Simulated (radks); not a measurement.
Task: The table gives one normalised radial function P(r) = r R(r) of I1.5+ in [Kr] 4d10 5p(up 2.5, down 2.5) 5s(up 0.5, down 0) (r in bohr). All-electron calculation, scalar-relativistic Kohn-Sham, LDA (Slater exchange, Perdew-Wang correlation), spin-polarised, spherical densities, finite nucleus; Fermi nuclear charge, rms radius 4.75 fm. Program: a radial shooting solver on a logarithmic mesh with Libxc functionals.

r         P
0.00341    0.0108
0.00521    0.0226
0.007961   0.0465
0.01217    0.0927
0.01859    0.1748
0.02863    0.3031
0.04375    0.4421
0.06686    0.4754
0.1022     0.2058
0.1561    -0.3851
0.2386    -0.7283
0.3675    -0.0482
0.5615     1.0727
0.858      1.1838
1.311      0.4899
2.003      0.0755
3.086      0.0030
4.715      0.0000
7.206      0.0000

Which n and l does it have? It may be an empty orbital.

Result: n = 4, l = 1: the number of nodes gives n - l - 1 = 2, the rise at small r (about r^(l+1), flatter next to the nucleus through relativity) gives l, and the extent must fit the shell. The curve is that of 4p down; the table hardly tells the two spins apart. 4p down: eigenvalue -144.20 eV, 2 radial nodes at r = 0.120, 0.374 bohr, <r> = 0.791 bohr, 90 % of the charge inside 1.16 bohr.
